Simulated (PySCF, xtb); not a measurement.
Ti(F)3(OH) (F3HOTi), SMILES [F][Ti]([OH])([F])[F], multiplicity 1.

GFN2-xTB run with xtb at its own geometry gives an orbital gap of 5.59 eV and a dipole moment of 3.68 D.

Geometry optimised at PBE0-D3(BJ)/def2-SVP. The geometry has at least one imaginary mode, so it is a saddle point at that level. The spin state was assumed, not searched. Other conformers were not sampled.

What does HF/def2-TZVP in PySCF give? (An estimate is asked for; the answer gives what the named calculation found.)

gap 16.93 eV (levels -15.21 and 1.71 eV), dipole 3.00 D.
